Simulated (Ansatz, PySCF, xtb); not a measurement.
Pulling on the Si1–H2 bond in H3NSi (SMILES N[SiH]) (multiplicity 1 held, fragments rigid). Energies count from the point at 1.530 Å.
Geometry at that point (charge 0, multiplicity 1):
```xyz
5

Si    -0.245     0.391     0.510
H     -0.586     1.474    -0.515
N      0.398    -0.690    -0.654
H      0.463    -0.528    -1.648
H      0.765    -1.593    -0.395
```

Restricted levels (R-, RO-) in cc, def2 and unpolarised 6-31G sets keep to the state of the molecule at rest. U- levels take the lowest unrestricted solution at each point, which mixes spins at long bonds. Active spaces are followed from a long bond inwards. Curves can end on different states.

Frozen-core correlation. Rows in 3-21G, 6-31G* carry no dispersion term and start afresh at each structure (6-31G* with six Cartesian d functions). MP2/6-31G* freezes PySCF's default core.

Codes used: Ansatz (a quantum-chemistry and plane-wave program) with Gaussian orbitals; PySCF for 3-21G rows, 6-31G* rows; xtb for the GFN methods. Each number belongs to the level named beside it. The GFN methods have no spin term and hold the electronic entropy of 300 K.

```csv
level,energy at R = 4.895 Å (kcal/mol)
GFN2-xTB,74.59
R-HF/3-21G,149.10
R-PBE/cc-pV(T+d)Z,(withheld)
R-r2SCAN/cc-pV(T+d)Z,102.90
U-r2SCAN/cc-pV(T+d)Z,75.89
R-MP2/6-31G*,101.89
U-CCSD(T)/cc-pV(T+d)Z,78.60
"FIC-NEVPT4(SD) on CASSCF(2,2)/cc-pV(T+d)Z",76.84
"FIC-MRCISD on CASSCF(2,2)/cc-pV(T+d)Z",77.52
```

Problem. What belongs in the gaps?

Solution. 
- R-PBE/cc-pV(T+d)Z, energy at R = 4.895 Å (kcal/mol): 95.65

Doubts at one or more of the structures used: a restricted determinant that unrestricted orbitals would lower (R-HF/3-21G, R-PBE/cc-pV(T+d)Z, R-r2SCAN/cc-pV(T+d)Z, R-MP2/6-31G*); a spin-contaminated determinant (U-r2SCAN/cc-pV(T+d)Z, U-CCSD(T)/cc-pV(T+d)Z).
